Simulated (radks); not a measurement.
Initial-state core-level shifts of the argon ion Ar2+ when its valence configuration changes from [Ne] 3s2 3p4. All-electron calculation, scalar-relativistic Kohn-Sham, PBE, spin-polarised, spherical densities, point nucleus; open shells are filled with parallel spins first. Program: a radial shooting solver on a logarithmic mesh with Libxc functionals. Shifts are changes of the shell-averaged eigenvalues in eV (positive: less bound).

| valence | 1s | 2s | 2p |
|---|---|---|---|
| 3s1 3p5 | -1.137 | -1.171 | -1.145 |
| 3p6 | -2.371 | -2.429 | -2.376 |
| 3s1.5 3p4.5 | -0.570 | -0.587 | -0.574 |
